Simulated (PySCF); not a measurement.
**A computed series [MBr2]+**

Computed with PySCF 2.14.0, PBE0, def2-SVP on the ligands, density fitting, scalar-relativistic core potentials, no spin-orbit coupling, vacuum. Each member is relaxed from one template within its symmetry. Distances are means of the shortest metal–ligand contacts, charges and spins Mulliken's; removal energies are rigid, with the ligand's formal charge and no counterpoise, so too large; for an anion taken off a cation in vacuum most of it is the attraction of opposite charges, and multiply charged cations can part far more cheaply with an electron moved from ligand to metal. lcecp potentials hold a fixed number of 4f electrons in the core, out of states, spins and gaps.

```
metal      basis on the metal  point group  M–Br (Å)  charge on M (e)  removal of one Br (eV)  strongest infrared band, degenerate modes summed (cm⁻¹)  unstable modes (below −25 cm⁻¹)
   Er  lcecp-1-SVP with ECP57          C2v     2.499             1.25                   13.97                                                      277                                0
```

Order these by the M–Br distance, lowest first.
A. La, lcecp-1-SVP with ECP46
B. Tb, lcecp-1-SVP with ECP54
C. Lu, lcecp-1-SVP with ECP60
D. Pr, lcecp-1-SVP with ECP48
E. Sm, lcecp-1-SVP with ECP51

C (2.472), B (2.532), E (2.567), D (2.610), A (2.647).

What else do they give?


| metal | basis on the metal | point group | M–Br (Å) | charge on M (e) | removal of one Br (eV) | strongest infrared band, degenerate modes summed (cm⁻¹) | unstable modes (below −25 cm⁻¹) |
| --- | --- | --- | --- | --- | --- | --- | --- |
| La | lcecp-1-SVP with ECP46 | C2v | 2.647 | 1.33 | 13.07 | 266 | 0 |
| Pr | lcecp-1-SVP with ECP48 | C2v | 2.610 | 1.31 | 13.26 | 275 | 0 |
| Sm | lcecp-1-SVP with ECP51 | C2v | 2.567 | 1.28 | 13.51 | 283 | 0 |
| Tb | lcecp-1-SVP with ECP54 | C2v | 2.532 | 1.26 | 13.74 | 281 | 0 |
| Lu | lcecp-1-SVP with ECP60 | C2v | 2.472 | 1.21 | 14.19 | 278 | 0 |

From La to Lu the M–Br distance shrinks by 0.18 Å, the lanthanide contraction, and the energy to remove one Br rises by 1.12 eV.

One start shape was tried for each, so a minimum needn't be the lowest isomer.
